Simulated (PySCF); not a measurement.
C3H7NSi, SMILES C1N(CC=1)[SiH3].

Coordinates come from a ωB97X-D3(BJ)/def2-SVP optimisation. This is a generated structure with no PubChem entry under its InChIKey; it may be hypothetical.

Method: SMD-M06-2X/def2-SVP (PySCF).

Solvation free energies are E(SMD) − E(gas) at the gas-phase geometry, for 1 M in both phases. In vacuum the dipole moment is 0.43 D.

Task: Rank water, ethanol, chloroform by solvation free energy, most negative first.

Result: chloroform (-4.2 kcal/mol), ethanol (-3.5 kcal/mol), water (0.2 kcal/mol)
